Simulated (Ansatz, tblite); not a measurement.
Cost and result up the ladder for Cd7Te7 (14 atoms). Total charge 0; singlet. Geometry: PBE-D4/def2-SVP.

```xyz
14

Te   -3.624    1.099   -1.270
Te    4.362    1.365    0.502
Te    0.544    2.354   -2.280
Te   -0.425    1.660    2.656
Te   -2.809   -2.406    2.266
Te    1.212   -2.141   -0.339
Te   -1.038   -2.430   -2.389
Cd    2.107    1.946    1.819
Cd   -1.250    1.943   -0.036
Cd   -2.905   -1.508   -0.312
Cd    2.137    0.451   -1.075
Cd    3.478   -1.494    1.446
Cd   -1.332    0.300   -2.799
Cd   -0.458   -1.140    1.810
```

Ansatz on 2 threads of AMD EPYC 7R13 on a shared host and a share (18 GiB) of an NVIDIA H100 80GB HBM3; xTB runs through tblite on one thread. Times are rough, summed over both states, and most runs start from the orbitals of an earlier one. No level here is sound enough to serve as a yardstick. The other state is a triplet.

In the def2 sets Cd, Te take a core potential; there is no spin–orbit coupling. The xTB rows come from tblite. Single mean-field runs in def2-TZVP are fitted with def2-universal-jkfit. HOMO above LUMO, or a gap near zero within one spin, warns that the state may not be the lowest or that an electron is smeared out.

xTB has no spin-polarisation term.

```json
{"level": "GFN2-xTB", "functions": "91", "vertical triplet (eV)": "1.99", "remarks": "–"}
{"level": "PBE-D4/def2-TZVP (with forces)", "functions": "630", "vertical triplet (eV)": "1.21", "remarks": "gap within one spin near zero (triplet), restricted SCF unstable in HF (singlet)"}
{"level": "PBE0-D4/def2-TZVP", "functions": "630", "vertical triplet (eV)": "1.08", "remarks": "restricted SCF unstable in HF (singlet)"}
{"level": "GFN1-xTB", "functions": "91", "vertical triplet (eV)": "1.92", "remarks": "–"}
```

Task: Estimate how long each takes.

Result: GFN1-xTB 0.081 s; GFN2-xTB 0.19 s; PBE-D4/def2-TZVP (with forces) 21 s; PBE0-D4/def2-TZVP 27 s. On shared hardware such times vary by a factor of up to 3.
